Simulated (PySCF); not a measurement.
**1-chloro-1-methylcyclopentane: 4 charge schemes on one density**

Compound: 1-chloro-1-methylcyclopentane, C6H11Cl.
SMILES with atom numbers: `[CH3:1][C:2]1([Cl:3])[CH2:4][CH2:5][CH2:6][CH2:7]1` (hydrogens: H8, H9, H10 on C1; H11, H12 on C4; H13, H14 on C5; H15, H16 on C6; H17, H18 on C7)

Structure used (GFN2-xTB), in Å, numbered top down from 1:
```
atom  x, y, z in Å
C1     1.9387   -0.5685    0.5998
C2     0.7496   -0.1985   -0.2692
Cl3    1.3111   -0.2556   -1.9881
C4    -0.4561   -1.1438   -0.1082
C5    -1.6798   -0.2469    0.1291
C6    -1.2617    1.1179   -0.4134
C7     0.2028    1.2054    0.0021
H8     1.6492   -0.5380    1.6488
H9     2.7568    0.1312    0.4424
H10    2.2884   -1.5705    0.3610
H11   -0.5867   -1.7448   -1.0069
H12   -0.2944   -1.8268    0.7254
H13   -1.8843   -0.1672    1.1981
H14   -2.5718   -0.6346   -0.3593
H15   -1.3382    1.1315   -1.5012
H16   -1.8617    1.9324   -0.0108
H17    0.2727    1.4095    1.0727
H18    0.7566    1.9735   -0.5342
```

Density: PBE0/pcSseg-1 (PySCF); schemes: Mulliken, IAO, Hirshfeld and ESP-fitted. Isolated species at its GFN2-xTB geometry (one conformer only).

Question: Tabulate the Mulliken, IAO, Hirshfeld and ESP-fitted charges.

Answer: In e:

| atom | environment | Mulliken | IAO | Hirshfeld | ESP-fitted |
| --- | --- | --- | --- | --- | --- |
| C1 | methyl carbon | -0.100 | -0.417 | -0.127 | -0.696 |
| C2 | sp3 C–Cl carbon | -0.585 | +0.068 | +0.066 | +0.267 |
| Cl3 | alkyl chlorine | -0.100 | -0.153 | -0.070 | -0.200 |
| C4 | ring CH2 carbon | -0.059 | -0.274 | -0.077 | -0.090 |
| C5 | ring CH2 carbon | -0.236 | -0.263 | -0.069 | -0.121 |
| C6 | ring CH2 carbon | -0.199 | -0.261 | -0.073 | -0.018 |
| C7 | ring CH2 carbon | -0.078 | -0.264 | -0.079 | -0.151 |
| H8 | methyl hydrogen | +0.111 | +0.140 | +0.044 | +0.204 |
| H9 | methyl hydrogen | +0.126 | +0.150 | +0.041 | +0.191 |
| H10 | methyl hydrogen | +0.127 | +0.150 | +0.041 | +0.188 |
| H11 | methylene hydrogen | +0.139 | +0.154 | +0.034 | +0.055 |
| H12 | methylene hydrogen | +0.119 | +0.138 | +0.041 | +0.061 |
| H13 | methylene hydrogen | +0.116 | +0.129 | +0.035 | +0.051 |
| H14 | methylene hydrogen | +0.123 | +0.141 | +0.042 | +0.052 |
| H15 | methylene hydrogen | +0.123 | +0.139 | +0.033 | +0.033 |
| H16 | methylene hydrogen | +0.122 | +0.138 | +0.041 | +0.026 |
| H17 | methylene hydrogen | +0.114 | +0.132 | +0.041 | +0.087 |
| H18 | methylene hydrogen | +0.137 | +0.150 | +0.037 | +0.060 |

Mean size of the charges over all atoms: IAO 0.181 e, Mulliken 0.151 e, ESP-fitted 0.142 e, Hirshfeld 0.055 e. Each set sums to the total charge, 0, to within 0.001 e. The IAO scheme counts the electrons in orthogonalised intrinsic atomic orbitals, a minimal basis polarised so that it spans the occupied orbitals exactly. The ESP scheme is a least-squares fit of atom-centred charges to the potential on four shells outside the van der Waals surface, with the total charge fixed.

Lowest charge. The schemes don't all agree: Mulliken C2 (-0.585); IAO C1 (-0.417); Hirshfeld C1 (-0.127); ESP-fitted C1 (-0.696).

Highest charge. The schemes don't all agree: Mulliken H11 (+0.139); IAO H11 (+0.154); Hirshfeld C2 (+0.066); ESP-fitted C2 (+0.267).

Question: How closely do the schemes follow one another over all atoms?

Answer: Correlation coefficient and root-mean-square difference: IAO with Hirshfeld 0.98, 0.140 e; Hirshfeld with ESP-fitted 0.84, 0.161 e; IAO with ESP-fitted 0.79, 0.132 e; Mulliken with IAO 0.54, 0.185 e; Mulliken with Hirshfeld 0.37, 0.174 e; Mulliken with ESP-fitted 0.15, 0.258 e.

Question: Sum the charges by element, for elements with more than one atom.

Answer: 
```
element  atoms  Mulliken     IAO  Hirshfeld  ESP-fitted
      C      6    -1.257  -1.410     -0.360      -0.810
      H     11    +1.357  +1.563     +0.429      +1.010
```

Question: How many electrons does the Mulliken scheme count on C4?

Answer: Z − q = 6 − (-0.059) = 6.059.

The run behind these numbers computed NMR shieldings as well. Time: 24 s wall; peak memory 0.83 GiB. Hardware: one thread, Arm Neoverse V1 (aarch64), no GPU, shared host.
